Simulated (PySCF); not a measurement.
## Electron correlation in Ne (neon, neutral)

[Ne], closed-shell 1S. All numbers are calculated (PySCF 2.14, the non-relativistic Hamiltonian (point nucleus), in aug-cc-pwCVTZ (7s6p4d2f, 59 functions)). Frozen: nothing; 10 electrons correlated.

```
  level  correlation energy (mhartree)
   CCSD                        -340.10
    (T)                          -5.94
CCSD(T)                        -346.04
```

Diagnostics: T1 = 0.0063, D1 = 0.0111, largest double amplitude 0.029.

Is a single reference adequate?

Yes: T1 lies below 0.03 and no double amplitude reaches 0.07.
